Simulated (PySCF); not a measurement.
Numbering as in the mapped SMILES `[CH3:1][O:2][c:3]1[cH:4][cH:5][o:6][cH:7]1`. Hydrogens are named by the atom that carries them.

Gas phase, one averaged value for each set of equivalent atoms, one computed conformer, relativity neglected. B97-2/pcSseg-2 with gauge-including orbitals; PBE0-D3(BJ)/def2-SVP structure; J: B3LYP/pcJ-1 (without the spin–dipole term); PySCF 2.14.0 with density-fitted response routines.

Chemical shifts δ = σref − σ; TMS for $^{1}$H (31.36 ppm), all at this level.

The spectrum was simulated from the full spin Hamiltonian at 700 MHz with 1.2 Hz Lorentzian lines, from shifts rounded to 0.01 ppm and J to 0.1 Hz, couplings under 1 Hz left out.

Problem. List the maxima of its $^{1}$H spectrum with integrals.

Solution. 
```
region  integral (H)    ppm      Hz  height
     1             1  7.263  5083.9      10
     1                7.261  5082.4      13
     1                7.260  5081.7      13
     1                7.257  5080.1      10
     2             1  7.051  4935.7      19
     2                7.049  4934.2      19
     3             1  6.322  4425.2      18
     3                6.318  4422.8      18
     4             3  3.590  2513.0     100
```

Problem. Summarise it as multiplets with assignments.

Solution. $^{1}$H NMR (700 MHz, computed): δ 7.26 (dd, J = 2.4, 1.5 Hz, 1H, H(C5)), 7.05 (d, J = 1.5 Hz, 1H, H(C7)), 6.32 (d, J = 2.4 Hz, 1H, H(C4)), 3.59 (s, 3H, H(C1)). These are first-order names; overlap and second-order distortion can hide them in the list.

Splittings below 1 Hz are ignored in the labels, and close J values are merged. Unscaled 3J(H,H) at this level run about 10 % above measured values.
